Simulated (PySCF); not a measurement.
# Excitation energy of N by level of theory

N [He] 2s2 2p3 (4S) → N [He] 2s1 2p4 (4P), as a difference of total energies. All numbers are calculated (PySCF 2.14, the spin-free X2C one-electron Hamiltonian (Gaussian nucleus), in x2c-QZVPPall (7s4p3d2f1g, 57 functions)). Correlated levels: valence: 1s2 frozen. The calculations carry no spin-orbit coupling.

```
           method  excitation energy (cm⁻¹)
              UHF                     88003
    MP2 (valence)                     89255
SCS-MP2 (valence)                     89414
   CCSD (valence)                     88265
CCSD(T) (valence)                     88095
```

Errors of the correlated levels include the incompleteness of this basis and the frozen core.

For comparison: 88132 cm⁻¹ (measured; NIST levels, between the centres of gravity of the two terms).
